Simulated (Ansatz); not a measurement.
Start from `[Cl][Zn][Cl]` and change one element to get `[Cl][Mg][Cl]`.

Ansatz, PBE0-D4/def2-TZVP geometries, multiplicity 1. 

Outer-core shells of Mg, Zn are correlated without core-valence functions. Scalar relativity is left out up to krypton.

| property | `[Cl][Zn][Cl]` |
| --- | --- |
| size of the dipole moment (PBE/def2-TZVPP) / D | 0.00 |
| LUMO energy (B3LYP/def2-TZVPP) / eV | -1.98 |
| HOMO energy (ωB97M-V/def2-TZVPP) / eV | -11.41 |
| size of the dipole moment (B3LYP/def2-TZVPP) / D | 0.00 |
| vertical ionisation energy (CCSD(T)/def2-TZVPP) / eV | 11.78 |
| HOMO–LUMO gap (PBE0/def2-TZVPP) / eV | 7.51 |

Problem. Give the same properties after the change, and the shifts. (Best estimate.)

Solution. Ansatz gave: 
| property | `[Cl][Mg][Cl]` | shift |
| --- | --- | --- |
| size of the dipole moment (PBE/def2-TZVPP) / D | 0.01 | 0.01 |
| LUMO energy (B3LYP/def2-TZVPP) / eV | -2.09 | -0.11 |
| HOMO energy (ωB97M-V/def2-TZVPP) / eV | -11.31 | 0.10 |
| size of the dipole moment (B3LYP/def2-TZVPP) / D | 0.01 | 0.01 |
| vertical ionisation energy (CCSD(T)/def2-TZVPP) / eV | 11.68 | -0.10 |
| HOMO–LUMO gap (PBE0/def2-TZVPP) / eV | 7.23 | -0.28 |

With PBE0 the HOMO rises by 0.13 eV and the LUMO falls by 0.15 eV, so the gap narrows by about 0.28 eV. PBE moves the HOMO by 0.12 eV and ωB97M-V by 0.10 eV.

B3LYP here is the variant with VWN-RPA as its local correlation; programs differ in this.
